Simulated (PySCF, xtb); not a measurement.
CH₅ClFNSi, SMILES C[Si@@](N)(F)Cl.

GFN2-xTB run with xtb 6.7.1 at its own geometry gives an orbital gap of 6.83 eV and a dipole moment of 3.52 D.

Coordinates come from a r2SCAN-D4/def2-SVP optimisation. The structure was generated by enumeration; whether it is a known compound was not checked. The values are those of a single conformer.

Q: What does PBE/def2-TZVP run with PySCF give? (Estimate from the structure and the level; the computed values follow.)

A: gap 6.41 eV (levels -6.62 and -0.20 eV), dipole 2.60 D.
